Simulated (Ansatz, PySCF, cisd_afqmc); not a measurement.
System: BH, charge 0, singlet. BH (λ1-borane, SMILES [BH]).
B3LYP-D3(BJ)/def2-TZVP minimum from Ansatz (an electronic-structure program):
```xyz
2

B      0.0000     0.0000    -0.2055
H      0.0000     0.0000     1.0276
```

Atomisation energy term by term, kcal/mol (programs: Ansatz, cisd_afqmc). UHF or UKS for unpaired electrons; spin-orbit terms are left out. Cores are frozen in correlated methods. Rows without X2C or -DK are non-relativistic. The Monte Carlo rows (phaseless AFQMC, CISD trial, step 0.005/hartree) carry one-sigma bars that omit the constraint's bias. Outlying blocks are dropped, and bars are widened where a walk drifts. Over all cases where full CI ran beside it in this data, AFQMC minus full CI had a median of +0.1 mEh and passed +0.4 mEh in a tenth of the cases. CBS(X,Y): correlation extrapolated as X^-3, Hartree-Fock from the larger set (Q,5: extrapolated as (X+1)exp(-9√X)). A bracket is a step between two methods taken in the basis named. '+ core + X2C': CCSD(T) terms for core correlation (cc-pwCVTZ) and scalar relativity (cc-pVTZ-DK). Full CI freezes restricted core orbitals, also for open shells; the composite that ends in it estimates full CI at the basis-set limit. For partners of very few electrons the exact lower level stands in for a higher one. The restricted determinant of HB ([BH], singlet) is unstable towards broken spin symmetry in at least one set run.

```
term                                                          basis  kcal/mol
-----------------------  ------------------------------------------  --------
Hartree-Fock                                   CBS(cc-pVQZ,cc-pV5Z)     61.77
CCSD correlation                               CBS(cc-pVQZ,cc-pV5Z)     22.45
(T)                                            CBS(cc-pVQZ,cc-pV5Z)      0.50
FCI - CCSD(T)                                               cc-pV5Z      0.08
core correlation                                          cc-pwCVTZ      0.18
scalar relativity                                   X2C, cc-pVTZ-DK     -0.02
minus zero-point energy  Hessian by PySCF at B3LYP-D3(BJ)/def2-TZVP     -3.36
sum: D0                                                                  81.6
```

The step beyond CCSD(T) by other levels: FCI in cc-pVDZ 0.08; CCSDTQ in cc-pVDZ 0.07; AFQMC/CISD in cc-pVDZ 0.15 ± 0.10; CCSDT(Q) in cc-pVDZ 0.06; FCI in cc-pVTZ 0.08; CCSDTQ in cc-pVTZ 0.06; AFQMC/CISD in cc-pVTZ 0.13 ± 0.08; CCSDT(Q) in cc-pVTZ 0.05; FCI in cc-pVQZ 0.08; CCSDTQ in cc-pVQZ 0.06; CCSDT(Q) in cc-pVQZ 0.05; CCSDT(Q) in cc-pV5Z 0.04 kcal/mol.
